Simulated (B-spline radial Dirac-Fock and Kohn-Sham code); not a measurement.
**Photoionisation of vanadium ions at Mg Kα (1253.6 eV)**

Model: Dirac-Hartree-Slater photoionisation with all multipoles and Dirac-Fock thresholds. Program: a B-spline atomic structure program. Cross sections in kb; a dash marks an empty subshell or a threshold above the photon energy.

```csv
ion,configuration,total,2s,2p3/2,3s,3p3/2,3d5/2
V,[Ar] 3d3 4s2,317.4,69.0,142,10.5,14.1,0.473
V³⁺,[Ar] 3d2,318.9,69.1,143,10.8,14.7,0.405
V¹¹⁺,[Ne] 3s2,310.0,72.0,147,15.2,–,–
V¹³⁺,[He] 2s2 2p6,305.8,73.6,153,–,–,–
```

Values without a named source are computed, but for edge energies of neutral atoms, which are taken from tables.
